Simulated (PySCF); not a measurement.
Atom-mapped SMILES (the numbers label the heavy atoms): `[N:1]#[C:2][C@@H:3]1[O:4][CH2:5][Si@H:6]([NH2:7])[NH:8][SiH2:9]1`. Hydrogens are named by the atom that carries them. Ha(C5), Ha(Si9) are cis to C2 on the ring; Hb(C5), Hb(Si9) are trans to C2 on the ring.

PySCF 2.14.0 with density-fitted response routines calculation with GFN2-xTB geometry and NMR shieldings at PBE0/pcSseg-1/GIAO; single conformer, rapidly exchanging positions averaged, relativity neglected, isolated molecule.

Predict the 2D correlation tables (HSQC, COSY, HMBC).

Results:



HSQC (one-bond C–H):
```
           δH         δC
 4.37 (H(C3))  55.6 (C3)
4.03 (Hb(C5))  60.5 (C5)
3.94 (Ha(C5))  60.5 (C5)
```

COSY cross peaks (H two or three bonds apart, from the bond graph; peaks can be absent where the dihedral angle is near 90°):
```
            δH              δH
5.13 (Ha(Si9))  5.11 (Hb(Si9))
5.13 (Ha(Si9))    4.37 (H(C3))
5.11 (Hb(Si9))    4.37 (H(C3))
 4.81 (H(Si6))   4.03 (Hb(C5))
 4.81 (H(Si6))   3.94 (Ha(C5))
 4.03 (Hb(C5))   3.94 (Ha(C5))
```

HMBC (two and three bonds, from the bond graph):
```
            δH                     δC
5.13 (Ha(Si9))  125.1 (C2), 55.6 (C3)
5.11 (Hb(Si9))  125.1 (C2), 55.6 (C3)
 4.81 (H(Si6))              60.5 (C5)
  4.37 (H(C3))  125.1 (C2), 60.5 (C5)
 4.03 (Hb(C5))              55.6 (C3)
 3.94 (Ha(C5))              55.6 (C3)
```

δ = σ(ref) − σ, references computed at the same level: ¹H and ¹³C against TMS.

The OH or NH signal is concentration- and solvent-dependent in practice; the value given is the gas-phase one. Shifts are as computed. Against solution values, carbons near 30 ppm lie about +3 ppm off and those near 130 ppm about +5 ppm. Of 1211 compounds with measured shifts, 218 miss one by over three times the rms of a fit or turn the order of signals round; such compounds aren't used in these exercises.
